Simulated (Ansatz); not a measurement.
Reaction (redistribution): `[SiH3][CH2][ZnH]` + `C[BH][GeH2][Cl]` → `C[BH][ZnH]` + `[SiH3][CH2][GeH2][Cl]`

Calculated with Ansatz (gas phase, PBE0-D4/def2-TZVP geometries, no zero-point term in ΔE). CBS: MP2 limit from def2 TZ/QZ plus the TZ coupled-cluster correction, frozen cores. Functionals use def2-TZVPP. B3LYP here is the variant with VWN-RPA as its local correlation; programs differ in this. For Ge, Zn outer-core shells are correlated without core-valence functions, which leaves a few kJ/mol of doubt a bond. Scalar relativity is left out up to krypton. Each species was taken in one conformer, which may not be the lowest.

`[SiH3][CH2][ZnH]`:

Cartesian coordinates in Å:
```
Si 0.451 -0.919 -0.724
C 0.136 0.105 0.795
Zn -1.019 1.637 0.475
H -0.830 -1.443 -1.278
H 1.340 -2.090 -0.474
H 1.089 -0.094 -1.790
H 1.088 0.470 1.196
H -0.325 -0.518 1.569
H -1.932 2.853 0.230
```

`C[BH][GeH2][Cl]`:

Cartesian coordinates in Å:
```
C -0.451 -0.330 1.468
B -0.530 0.588 0.233
Ge 0.499 0.178 -1.509
Cl 1.519 -1.736 -1.308
H 0.388 0.106 2.042
H -1.317 -0.280 2.132
H -0.169 -1.365 1.269
H -1.142 1.618 0.265
H 1.607 1.193 -1.844
H -0.404 0.028 -2.749
```

`C[BH][ZnH]`:

```xyz
8

C    -0.489   -0.211   -1.072
B     0.302   -0.490    0.239
Zn    0.765    0.922    1.706
H    -0.552    0.824   -1.410
H    -0.227   -0.864   -1.910
H    -1.517   -0.509   -0.791
H     0.598   -1.643    0.430
H     1.120    1.972    2.807
```

`[SiH3][CH2][GeH2][Cl]`:

Cartesian coordinates in Å:
```
Si 0.833 -1.152 -0.764
C 0.577 0.120 0.591
Ge -1.152 1.007 0.558
Cl -1.466 1.784 -1.437
H 0.997 -0.490 -2.081
H 2.049 -1.958 -0.476
H -0.338 -2.068 -0.821
H 0.664 -0.369 1.567
H 1.357 0.884 0.537
H -2.302 0.025 0.825
H -1.219 2.218 1.501
```

| level | ΔE (kJ/mol) | difference from CCSD(T)/CBS |
| --- | --- | --- |
| PBE-D4 | 32.0 | 3.0 |
| r2SCAN-D4 | 33.6 | 4.6 |
| PBE0-D4 | 30.8 | 1.8 |
| ωB97X-V | 27.9 | -1.1 |
| ωB97M-V | 27.1 | -1.9 |
| B2PLYP | 30.4 | 1.4 |
| B3LYP | 31.0 | 2.0 |
| CCSD/def2-TZVPP | 27.8 | -1.2 |
| CCSD(T)/def2-TZVPP | 28.2 | -0.8 |
| SCS-MP2/def2-QZVPP | 27.9 | -1.1 |
| CCSD(T)/CBS | 29.0 | 0 |

Largest T1 diagnostic among the species: 0.014.

In def2-TZVPP, CCSD(T) changes the Hartree–Fock value by +3.2 kJ/mol (the triples alone add +0.4 kJ/mol) and MP2 by +5.1 kJ/mol.

CCSD(T)/CBS has its own doubt, a few kJ/mol and more with outer-core shells, so smaller differences from it don't rank the levels.
